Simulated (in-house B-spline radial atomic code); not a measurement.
How numerical settings move a run on Cl+, [Ne] 3s2 3p4. Computed with a B-spline radial code for spherical atoms: scalar-relativistic (X2C) Hartree-Fock, spin-polarised, averaged over the determinants with the given up and down occupations, Fermi nucleus of rms radius 3.3654 fm.

Command:
```bash
python run_scf.py task.json out
```
Settings of the sound reference run:
```
Z                17
electrons        16
configuration    [Ne] 3s2 3p4
hamiltonian      x2c
method           hf
spin_polarised   True
nucleus          fermi
rms_radius       3.3654
mass_number      35
atomic_mass      34.96885
speed_of_light   137.036
knot_spacing     0.22
spline_order     8
gauss_points     12
box_radius       35.29
max_iterations   70
damping          0.5
damped_steps     3
diis_vectors     10
tolerance        1e-08
start            Thomas-Fermi
```

Time taken, with all properties: 0.2 s on 1 thread of Arm Neoverse V1, on a shared host.

It converges in 10 iterations to -460.464410 hartree, with 3p down at -23.1996 eV. The other runs change the listed settings, some to values that make no sense; their results aren't properties of the atom or ion. Radii are in bohr (the nuclear one in fm), a minus after a letter asks for a j subshell, and «unchanged» means within 1e-8 hartree. The run stops when the residual is below 10 × tolerance × max(1, Z/10), or a noise floor if that is larger, and the energy moves by less than 1e-8 × √|E| hartree; so very loose and very tight tolerances often act alike.

| changed settings | outcome |
| --- | --- |
| box_radius = 1.41, max_iterations = 50, tolerance = 0.001 | converged in 7 iterations, energy +2.24e+01 hartree from the reference, 3p down level +1.4e+02 eV (the program warns: 3p down has a positive eigenvalue: unbound, held by the box; 3s up has a positive eigenvalue: unbound, held by the box) |
| gauss_points = 6 | converged in 10 iterations, energy unchanged |
| spline_order = 7, gauss_points = 5, max_iterations = 100 | converged in 11 iterations, energy +1.71e-07 hartree from the reference, 3p down level -7.5e-06 eV |
| box_radius = 3.53 | converged in 10 iterations, energy +1.90e-01 hartree from the reference, 3p down level +3.0e+00 eV (the program warns: 3p down reaches the box edge; 3s up reaches the box edge) |
| gauss_points = 3 | converged in 13 iterations, energy -2.73e+04 hartree from the reference, 3p down level +5.7e+00 eV |
| max_iterations = 3, damped_steps = 1, start = bare nucleus | not converged after 3 iterations, last residual 2.9e-01, last energy +1.96e+00 hartree from the reference |
| box_radius = 1.41 | converged in 8 iterations, energy +2.24e+01 hartree from the reference, 3p down level +1.4e+02 eV (the program warns: 3p down has a positive eigenvalue: unbound, held by the box; 3s up has a positive eigenvalue: unbound, held by the box) |
| hamiltonian = dirac | stopped with error: spin polarisation is not served with the Dirac Hamiltonian |
| gauss_points = 5 | converged in 10 iterations, energy -5.94e-08 hartree from the reference |
| box_radius = 17.64 | converged in 10 iterations, energy -2.65e-08 hartree from the reference |
| electrons = 19, configuration = [Ne] 3s2 3p4 4s3, max_iterations = 50 | stopped with error: shell 4s holds at most 1 electrons (per spin) |
| electrons = 17, configuration = [Ne] 3s2 3p4 4p-1, max_iterations = 50 | stopped with error: j subshells need the Dirac Hamiltonian and l > 0 |
| start = bare nucleus | converged in 11 iterations, energy unchanged, 3p down level -6.0e-06 eV |
| gauss_points = 4 | converged in 11 iterations, energy -9.16e-08 hartree from the reference, 3p down level -7.5e-06 eV |
| max_iterations = 50, damped_steps = 8, tolerance = 1e-05 | converged in 12 iterations, energy unchanged, 3p down level -1.6e-04 eV |

Q: What happens with box_radius = 10.59?

A: Converged in 10 iterations, energy +1.79e-07 hartree from the reference, 3p down level +1.5e-06 eV.

Q: What happens with gauss_points = 8?

A: Converged in 10 iterations, energy -2.52e-08 hartree from the reference.

Q: What happens with box_radius = 7.06?

A: Converged in 10 iterations, energy +8.27e-05 hartree from the reference, 3p down level +3.2e-03 eV (the program warns: 3p down reaches the box edge; 3s up reaches the box edge).

Q: What happens with box_radius = 5.29?

A: Converged in 10 iterations, energy +4.36e-03 hartree from the reference, 3p down level +1.2e-01 eV (the program warns: 3p down reaches the box edge; 3s up reaches the box edge).
